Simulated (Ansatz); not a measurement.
aluminum atom (Al), doublet. Base run: Ansatz (an electronic-structure program) with MP2/STO-3G.

The Ansatz input:
Ansatz 0.2 input:
```yaml
crystal:
  periodic: [false, false, false]
  atoms:
    - {symbol: Al, position_ang: [0.00000000, 0.00000000, 0.00000000]}
basis:
  gaussian:
    orbitals: STO-3G
magnetization: {spin_polarized: true, initial_magnetization: 1}
correlation: {method: mp2}
```

The base run was repeated with changes; each row names its change, and settings that it needs were set with it.

| change | ΔE vs base (kcal/mol) | MP2 correlation (Eh) | basis functions |
|---|---|---|---|
| base | 0.000 | -0.01417 | 9 |
| fitting = cc-pVTZ-JKFIT (mean field), cc-pVTZ-RIFIT (correlation) | 0.003 | -0.01417 | 9 |
| method = bccd_t | -7.14 | -0.01417 | 9 |
| lower_state_search = off | 0.000 | -0.01417 | 9 |
| electrons = outside_noble_gas | 0.000 | -0.01417 | 9 |
| method = rpa | -7.45 | - | 9 |
| method = bccd | -7.14 | -0.01417 | 9 |
| electrons = all | -3.36 | -0.01953 | 9 |
| accuracy = high | 0.000 | -0.01417 | 9 |
| method = ccsd | -7.14 | -0.01417 | 9 |
